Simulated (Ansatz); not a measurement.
Geometry optimisation, RHF/6-31G* (Ansatz 0.2.0).

Input file:

```yaml
crystal:
  periodic: [false, false, false]
  atoms:
    - { symbol: B, position_ang: [0.103476, 0.471153, 0.307214] }
    - { symbol: C, position_ang: [-0.02891, 0.257081, 1.879989] }
    - { symbol: H, position_ang: [-0.952328, -0.223678, 2.191237] }
    - { symbol: H, position_ang: [0.820644, -0.252919, 2.329436] }
    - { symbol: H, position_ang: [-0.045457, 1.252031, 2.331956] }
    - { symbol: H, position_ang: [1.176062, 0.624527, -0.186094] }
    - { symbol: H, position_ang: [-0.865337, 0.636203, -0.364773] }
    - { symbol: O, position_ang: [0.105703, -2.133263, 0.200895] }
    - { symbol: Si, position_ang: [-0.955918, -3.231306, -0.437552] }
    - { symbol: H, position_ang: [-0.567909, -4.609366, -0.081435] }
    - { symbol: H, position_ang: [-2.32076, -2.992774, 0.072707] }
    - { symbol: H, position_ang: [-0.920113, -3.063815, -1.895714] }
    - { symbol: H, position_ang: [0.069247, -1.943575, 1.151033] }
basis:
  gaussian: { orbitals: "6-31G*" }
hamiltonian:
  xc: hf
relax:
  f_tol: 0.03
  max_steps: 50
```

Launched with:

```bash
$ ansatz run input.yaml --threads 1 --pin off --max-ram 2048MiB --backend cpu --events-out ev --progress --plain --runs-dir out
```

Where does it end, and by what steps?

It converged. After 10 steps the energy has fallen by 0.120 eV; H13 moved furthest, 0.54 Å.

```tsv
step	energy less start (eV)	largest force component (eV/Å)	accepted
0	0.0000	1.259	yes
1	-0.0554	0.777	yes
2	-0.0053	1.348	no
3	-0.0785	0.307	yes
4	-0.0895	0.292	yes
5	-0.0972	0.833	yes
6	-0.1064	0.445	yes
7	-0.1151	0.141	yes
8	-0.1174	0.147	yes
9	-0.1191	0.082	yes
10	-0.1198	0.026	yes
```

```xyz
13
Properties=species:S:1:pos:R:3
B 0.035 0.140 0.348
C -0.025 0.416 1.909
H -0.926 0.041 2.386
H 0.841 0.042 2.452
H -0.028 1.499 2.048
H 1.074 0.205 -0.232
H -0.968 0.190 -0.301
O 0.021 -2.113 0.418
Si -0.966 -3.089 -0.500
H -0.495 -4.483 -0.398
H -2.358 -3.028 -0.022
H -0.879 -2.612 -1.883
H 0.294 -2.418 1.273
```

Whether the end is a true minimum wasn't checked by a vibrational analysis.

Time of the run: 34 s on 1 thread of AMD EPYC 7R43 64-Core Processor (Zen 3), on a shared host, peak memory 0.16 GiB.
